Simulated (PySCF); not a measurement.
O3Re (SMILES [O]=[Re+](=[O])=[O]), charge +1, singlet, geometry from GFN2-xTB (such geometries of metal compounds can be far from the true shape) (the multiplicity is a formal guess) (core potentials on Re), with bond 2-1 at 1.6 times its length. Base run: PySCF with HF/def2-SV(P).

PySCF was given this input:
```python
from pyscf import gto, scf

mol = gto.Mole()
mol.atom = '''
    Re    0.09410804   -0.07891784   -0.12125114
    O    -2.15108489   -1.31949474    0.56494268
    O    -0.42814776    1.44831601   -0.50727999
    O     0.85502242    0.14581715    1.33638946
'''
mol.basis = 'def2-sv(p)'
mol.ecp = {'Re': 'def2-sv(p)'}
mol.charge = 1
mol.verbose = 4
mol.build()

mf = scf.RHF(mol)
mf.kernel()
```

The base run was repeated with changes; each row names its change, and settings that it needs were set with it.

```json
[
 {"change": "base", "ΔE vs base (mEh)": "0.000", "SCF cycles": "38", "outcome": "converged"},
 {"change": "conv_tol = 1e-7", "ΔE vs base (mEh)": "0.000", "SCF cycles": "34", "outcome": "converged"},
 {"change": "conv_tol = 1e-11", "ΔE vs base (mEh)": "0.000", "SCF cycles": "45", "outcome": "converged"},
 {"change": "diis_space = 2", "ΔE vs base (mEh)": "-", "SCF cycles": "50", "outcome": "not converged"},
 {"change": "solver = newton; init_guess = 1e", "ΔE vs base (mEh)": "8.512", "SCF cycles": "-", "outcome": "another SCF solution"},
 {"change": "conv_tol = 1e-6", "ΔE vs base (mEh)": "0.000", "SCF cycles": "32", "outcome": "converged"},
 {"change": "conv_tol = 1e-4", "ΔE vs base (mEh)": "0.034", "SCF cycles": "26", "outcome": "converged"},
 {"change": "init_guess = atom", "ΔE vs base (mEh)": "0.000", "SCF cycles": "37", "outcome": "converged"},
 {"change": "level_shift = 1.0 (with mf.max_cycle = 100)", "ΔE vs base (mEh)": "-", "SCF cycles": "100", "outcome": "not converged"},
 {"change": "diis_space = 20", "ΔE vs base (mEh)": "0.000", "SCF cycles": "36", "outcome": "converged"},
 {"change": "init_guess = sap", "ΔE vs base (mEh)": "0.000", "SCF cycles": "48", "outcome": "converged"},
 {"change": "level_shift = 0.3 (with mf.max_cycle = 100)", "ΔE vs base (mEh)": "0.000", "SCF cycles": "55", "outcome": "converged"},
 {"change": "diis = off; damp = 0.6 (with mf.diis_start_cycle = 200; with mf.max_cycle = 150)", "ΔE vs base (mEh)": "-", "SCF cycles": "150", "outcome": "not converged"}
]
```

A guess, shift, damping, solver or small numerical setting can't move a converged solution much, so rows marked as another SCF solution ended in a different state.
